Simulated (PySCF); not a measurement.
Si(H)(Br)(Me)(OH) (CH5BrOSi), SMILES C[SiH](Br)O. Coordinates come from a PBE0-D3(BJ)/def2-SVP optimisation. The structure was generated by enumeration, and PubChem lists no compound with its InChIKey, so it may never have been made. The values are those of a single conformer.

### Question
Give the equilibrium geometry at PBE0-D3(BJ)/def2-SVP (PySCF confirms it by a frequency run) as bond lengths and angles. (The exact figures need the calculation; the answer reports its results.)

### Answer
Several could match; the one computed here: 
Atoms: Si1 C2 O3 Br4 H5 H6 H7 H8 H9. Bonded distances (Å): Si1–C2 1.861, Si1–O3 1.656, Si1–Br4 2.243, Si1–H5 1.482, C2–H6 1.102, C2–H7 1.101, C2–H8 1.101, O3–H9 0.962. Angles (°): C2–Si1–O3 113.3, C2–Si1–Br4 107.1, C2–Si1–H5 113.1, O3–Si1–Br4 109.9, O3–Si1–H5 105.5, Br4–Si1–H5 107.9, Si1–C2–H6 110.2, Si1–C2–H7 110.4, Si1–C2–H8 111.1, H6–C2–H7 108.6, H6–C2–H8 108.6, H7–C2–H8 107.9, Si1–O3–H9 117.7.
